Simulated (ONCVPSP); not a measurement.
# Which change was made? (B, ONCV)

| Quantity | Value |
| --- | --- |
| Element | boron |
| Generator | ONCVPSP 4.0.1 |
| Type | optimised norm-conserving Vanderbilt (ONCV) |
| Functional | PBEsol |
| Relativity | scalar-relativistic |
| Frozen core | [He] |
| Valence charge | 3 |
| Reference configuration | 2s1 (charge +2) |
| Partial waves | 2s: rc 1.00 bohr, ncon 5, nbas 9, qcut 5.9 1/bohr, 1 projector; p scattering state at 0.26 Ha: rc 0.95 bohr, ncon 4, nbas 8, qcut 7.3 1/bohr, 3 projectors, debl 1.9 Ha; d scattering state at 0.04 Ha: rc 0.90 bohr, ncon 4, nbas 8, qcut 9 1/bohr, 2 projectors, debl 0.8 Ha |
| Local potential | polynomial inside 0.75 bohr (lpopt 5, dvloc0 0 Ha) |
| Core correction | none |

In the p channel the program set the typed energies aside and used 0.050, 1.950, 3.850 Ha.

Cutoffs, loose and tight: the cutoffs (Ha) at which the residual kinetic energy of the hardest occupied pseudo-wave falls to 1 and 0.1 mHa per electron. They do not see the model core or the augmentation charge, which bear on the density cutoff. Test errors are all-electron minus pseudo excitation energies from the reference, over the configurations 2s2 2p1; 2s2; 2s2 2p0.5; 2s1 2p1; variants that change the core or the reference have their own tests.

The base gives: outcome: generated, projector energies reset by the program; cutoff, loose: 170 Ha; cutoff, tight: 221 Ha; bound ghosts: p; GHOST(+) flags above zero: d; largest test error (meV): +105.

(1) After one change the result is: outcome: generated, projector energies reset by the program; cutoff, loose: 122 Ha; cutoff, tight: 218 Ha; bound ghosts: p; GHOST(+) flags above zero: d; largest test error (meV): +108. Which change was it?
A. s: qcut 8.1; p: qcut 10; d: qcut 12.3
B. s: qcut 7.3; p: qcut 9; d: qcut 11.1
C. s: qcut 3.9; p: qcut 4.8; d: qcut 5.9
D. s: qcut 8.5; p: qcut 10.6; d: qcut 13

## Answers

(1) C. The others give: s: qcut 8.5; p: qcut 10.6; d: qcut 13 → outcome: generated, projector energies reset by the program; cutoff, loose: 51 Ha; cutoff, tight: 204 Ha; bound ghosts: none; GHOST(+) flags above zero: p; largest test error (meV): +105 | s: qcut 8.1; p: qcut 10; d: qcut 12.3 → outcome: generated, projector energies reset by the program; cutoff, loose: 65 Ha; cutoff, tight: 209 Ha; bound ghosts: none; GHOST(+) flags above zero: p; largest test error (meV): +104 | s: qcut 7.3; p: qcut 9; d: qcut 11.1 → outcome: generated, projector energies reset by the program; cutoff, loose: 111 Ha; cutoff, tight: 215 Ha; bound ghosts: none; GHOST(+) flags above zero: p; largest test error (meV): +104.
